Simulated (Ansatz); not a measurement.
Program: Ansatz. Geometries: PBE0-D4/def2-TZVP. ΔE: electronic, gas phase. CBS: MP2 limit from def2 TZ/QZ plus the TZ coupled-cluster correction, frozen cores. This one scheme is used for every species. DFT in def2-TZVPP. HSE06 is defined as in plane-wave codes. Elements past krypton have def2 core potentials. For I outer-core shells are correlated without core-valence functions, which leaves a few kJ/mol of doubt a bond.

Reaction (ligand exchange at the Si–I bond): `F[SiH2]I` + HCl → `F[SiH2]Cl` + HI

```csv
level,ΔE (kcal/mol),difference from CCSD(T)/CBS
PBE-D4,-3.5,0.4
BLYP-D4,-4.7,-0.8
B97M-V,-6.2,-2.3
PBE0-D4,-3.7,0.2
HSE06-D4,-3.6,0.3
BHLYP-D4,-4.8,-0.9
CAM-B3LYP-D4,-5.6,-1.7
ωB97X-V,-5.0,-1.1
B2PLYP,-5.1,-1.2
r2SCANh,-4.6,-0.7
HSE06,-3.9,0.0
CAM-B3LYP,-6.0,-2.1
HF/def2-TZVPP,-6.1,-2.2
SCS-MP2/def2-TZVPP,-4.9,-1.0
CCSD/def2-TZVPP,-5.3,-1.4
MP2/CBS(def2),-2.9,1.0
CCSD(T)/CBS,-3.9,0
```

Problem. What do rigid-rotor, harmonic-oscillator terms from PBE0-D4/def2-TZVP frequencies (298.15 K, 1 bar) make of the CCSD(T)/CBS value? (An estimate is asked.)

Solution. Ansatz gave: ΔZPE = -0.4 kcal/mol, ΔH = -4.4 kcal/mol, ΔS = -1 J/(mol·K), ΔG = -4.4 kcal/mol.

Largest T1 diagnostic among the species: 0.010.

At CCSD(T), def2-SVP lies −1.8 kcal/mol from the extrapolated value and def2-TZVPP −1.2 kcal/mol. In def2-TZVPP, CCSD(T) changes the Hartree–Fock value by +1.0 kcal/mol (the triples alone add +0.2 kcal/mol) and MP2 by +1.9 kcal/mol. Leaving LDA and LC-ωPBE aside and taking each functional with its dispersion term where it has one, the values spread over 2.7 kcal/mol, from B97M-V to PBE-D4.
